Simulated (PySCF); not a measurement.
Saddle point of SiNH$_{3}$F$_{2}$, closed shell (SiNH₃F₂ ([NH2][SiH]([F])[F]) → SiF₂ + NH₃ (still joined by a long Si–N bond); bonds formed: N2–H3; bonds broken: Si1–H3; bonds weakened to dative contacts: Si1–N2), PBE0-D4/def2-TZVP structure:

Si1  (-0.974, -0.258, -0.027)
N2  (0.845, 0.016, -0.148)
H3  (0.230, -1.131, -0.670)
F4  (-1.143, -0.323, 1.567)
F5  (-1.648, 1.127, -0.469)
H6  (1.468, -0.006, 0.654)
H7  (1.223, 0.574, -0.907)
(Å)

Energies are electronic, without zero-point energy. Barriers and step energies count from the start structure reached by relaxing down the imaginary mode; all methods use the PBE0-D4 structures, on which another method's saddle can fall below an end. Program: PySCF 2.14 with density fitting (its default auxiliary sets; JK sets also for MP2 and CCSD(T)). Basis: def2-TZVPP, with def2-QZVPP for the basis limit. Cores are frozen in the correlated methods. B3LYP uses VWN-RPA correlation. Extrapolation: Hartree–Fock as exp(−7.88 √X), correlation as X^−2.97.

```
   method  barrier (kcal/mol)  step energy (kcal/mol)
    SPW92                   ?                   29.29
   PBE-D4               65.37                   28.30
r2SCAN-D4               72.86                   35.27
  PBE0-D4               73.63                   32.48
 B3LYP-D4                   ?                   31.96
 BHLYP-D4               83.80                   36.25
  wB97M-V                   ?                   31.17
       HF               97.28                   40.93
      MP2               79.85                   36.95
     CCSD               81.89                   35.15
  CCSD(T)               78.48                   34.21
```

Task: Fill in the withheld barriers. (Judge from chemistry; the value comes from the calculation.)

Result: Computed: B3LYP-D4 74.50; SPW92 63.00; wB97M-V 76.60 kcal/mol. Each is the energy of the saddle less that of the start structure, by the same method.

For comparison, the barrier by CCSD(T) at an estimated basis limit (MP2 extrapolated from triple and quadruple zeta, plus CCSD(T) − MP2 in triple zeta) is 77.77 kcal/mol.

No T1 diagnostic of these runs exceeds 0.015. The restricted Hartree–Fock reference is unstable towards an unrestricted one at one or more of these structures. The start structure is not quite a true minimum (one mode of 67i cm⁻¹).

Losses and insertions of silylenes and their heavier kin drive the gas-phase chemistry of silicon and germanium vapour deposition.

Labels in which every atom is bracketed show which atoms are joined, not bond orders.

For scale, one of the runs: CCSD(T)/def2-TZVPP, 177 basis functions, launched by `OMP_NUM_THREADS=4 python run.py`. Time: 2.3 min of wall clock on 4 CPU threads of an Intel Xeon 6975P-C; the host was shared. Peak host memory: 2 GiB.
